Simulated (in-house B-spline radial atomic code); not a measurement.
A calculation on Ti7+: its settings, and results tabulated from the run. All numbers are computed (non-relativistic Hartree-Fock, spin-polarised, averaged over the determinants with the given up and down occupations; point nucleus) with an all-electron radial atomic-structure program (B-spline basis), not measured.

Command:
```bash
python run_scf.py task.json out
```
Settings:
```
Z                22
configuration    [Ne] 3s2 3p3
hamiltonian      nr
method           hf
spin_polarised   True
```

Output (hartree, bohr):
```
 radial grid: 43 intervals, B-splines of order 8, outer radius 8.961 bohr

 iter        energy (Eh)    residual
    1       -827.6702578    7.47e-01
    2       -832.0749688    1.31e-01
    3       -832.1365055    5.75e-02
    4       -832.1484194    2.55e-02
    5       -832.1513962    2.98e-03
    6       -832.1514515    4.51e-04
    7       -832.1514525    4.11e-05
    8       -832.1514525    1.01e-06
    9       -832.1514525    4.86e-08

 total energy                     -832.151452
 kinetic                            832.15145
 electron-nucleus                 -1896.51626
 electron-electron                  232.21335

 orbital      occ     eigenvalue          <r>       <r^2>       <1/r>       <r^4>     <1/r^3>       r_max
 1s up      1.000     -188.55907    0.0701208  0.00659866     21.5323 0.000111817           -     0.04616
 1s down    1.000     -188.45335    0.0700855  0.00659121     21.5402 0.000111537           -     0.04615
 2s up      1.000      -26.53986     0.323854    0.123766      4.5465   0.0267605           -      0.2695
 2s down    1.000      -26.45572     0.323217    0.123055      4.5473    0.026189           -      0.2697
 2p up      3.000      -22.94928     0.287719    0.101671     4.46153   0.0209561     260.916      0.2197
 2p down    3.000      -22.79069     0.288815    0.102384     4.44411   0.0211641     258.289      0.2207
 3s up      1.000       -7.37112     0.918435    0.958026     1.52368     1.37641           -      0.8308
 3s down    1.000       -6.71659      0.93222    0.988598     1.49389     1.48185           -      0.8346
 3p up      3.000       -6.20749     0.942565     1.02109     1.43481     1.62292     37.9199      0.8403
```

Cost of the run: 0.1 s on 1 thread of Arm Neoverse V2, on a shared host.
